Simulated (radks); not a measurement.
Kinetic energies: the exact non-interacting value of the Kohn-Sham orbitals and orbital-free approximations, in hartree. Species: Sc3+ [Ar]; Tb4+ [Xe] 4f7; Ca2+ [Ar]. Calculated with a radial shooting solver on a logarithmic mesh with Libxc functionals: non-relativistic Kohn-Sham, exchange-only LDA, spin-polarised, spherical densities, point nucleus. Every spin shell is full or empty, so the densities are truly spherical. Functionals are evaluated on that one density, not self-consistently.

| functional | Sc3+ | Tb4+ | Ca2+ |
|---|---|---|---|
| exact | 755.463 | 11213.6 | 673.550 |
| Thomas-Fermi | 703.29 | 10656 | 626.76 |
| TF + vW | 1125.8 | 14927 | 1008.3 |
| TF + vW/9 | 750.24 | 11131 | 669.15 |
| TF + vW/5 | 787.80 | 11510 | 703.06 |
| APBEK | 756.63 | 11216 | 674.85 |
| Thakkar | 753.46 | 11130 | 672.10 |
| Pearson | 744.79 | 11110 | 664.05 |
| LKT | 962.87 | 13149 | 861.59 |
| PG1 | 921.86 | 12726 | 824.60 |
| DePristo-Kress | 755.36 | 11190 | 673.67 |
| Ernzerhof | 754.20 | 11157 | 672.75 |
